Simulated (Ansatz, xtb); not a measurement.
## C5H7NO3: which of two isomers lies lower

Structure X: `COc1coc(OC)n1`, a singlet. Structure Y: `COc1cnc(OC)o1`, a singlet. Both are isolated molecules in the gas phase, relaxed with PBE-D3(BJ)/def2-SVP; each stands in its lowest conformer found.

Question: Estimate E(Y) − E(X) at the level CCSD(T)/def2-SVP + ΔMP2/def2-TZVPP.

Answer: CCSD(T)/def2-SVP + ΔMP2/def2-TZVPP gives E(Y) − E(X) = +0.94 kcal/mol, slightly favouring structure X, which is too small a margin to settle the true order.

How the difference moves with the method:

```
                             level             geometry  E(Y) − E(X) (kcal/mol)  departure from the last row (kcal/mol)  job, with rough time for the two
                          GFN2-xTB             GFN2-xTB                     +3.20                                   +2.27               optimisation, 0.6 s
                         HF/STO-3G             GFN2-xTB                     +0.23                                   −0.70               single point, 2.6 s
                r2SCAN-D4/def2-SVP             GFN2-xTB                     +2.24                                   +1.30                single point, 14 s
               PBE-D3(BJ)/def2-SVP  PBE-D3(BJ)/def2-SVP                     +1.71                                   +0.77                optimisation, 71 s
                       HF/def2-SVP  PBE-D3(BJ)/def2-SVP                     +2.58                                   +1.64           part of the CCSD(T) run
                      MP2/def2-SVP  PBE-D3(BJ)/def2-SVP                     +0.77                                   −0.16           part of the CCSD(T) run
                  CCSD(T)/def2-SVP  PBE-D3(BJ)/def2-SVP                     +1.55                                   +0.61                      single point
CCSD(T)/def2-SVP + ΔMP2/def2-TZVPP  PBE-D3(BJ)/def2-SVP                     +0.94                                                     single point, 8.7 min
```

As drawn, both hold the same kinds of bond in the same numbers.

The largest departure from CCSD(T)/def2-SVP + ΔMP2/def2-TZVPP is that of GFN2-xTB, 2.27 kcal/mol. The last row adds to CCSD(T) the change of the MP2 difference between the two basis sets, here −0.61 kcal/mol.

With thermal terms from frequencies at re-optimised GFN2-xTB minima (ideal gas, soft modes damped towards free rotors, one conformer each, 298.15 K, 1 atm): the zero-point term adds +0.11 kcal/mol; ΔH is +1.03 and ΔG +1.16 kcal/mol.

The correlated steps freeze 9 core orbitals. Programs: Ansatz 0.2.0, xtb 6.7.1; the last row on 2 threads of Intel(R) Xeon(R) Processor @ 2.50GHz (Skylake/Cascade Lake) on a shared host.
